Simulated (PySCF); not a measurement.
Al(H)(Me)(OH) (CH5AlO), SMILES [CH3][AlH][OH]. Heavy atoms are numbered as in [AlH:1]([CH3:3])[OH:7]. Hydrogens are named by the atom that carries them.

Geometry: PBE0-D3(BJ)/def2-TZVP. One conformer was computed; it need not be the lowest.

The numbers are results of B3LYP/pcSseg-2 run with PySCF, not measurements.

GIAO shieldings, no solvent; atoms alike by connectivity are averaged. δ = σ(ref) − σ: ¹H against TMS (σ = 31.68 ppm); ¹³C against TMS (σ = 181.3 ppm); ¹⁷O against H2O (σ = 325.5 ppm), references at their B3LYP-D3(BJ)/def2-TZVP geometries, non-relativistic.

```tsv
atoms	nucleus	count	δ (ppm)
H on Al1	¹H	1	5.01
H on O7	¹H	1	?
H on C3	¹H	3	?
C3 (CH3)	¹³C	1	-10.8
O7 (OH)	¹⁷O	1	82.6
```

Problem. Some entries are withheld; supply them. (The exact figures need the calculation; the answer reports its results.)

Solution. 
- H on C3, δ (ppm): -0.33
- H on O7, δ (ppm): 2.54
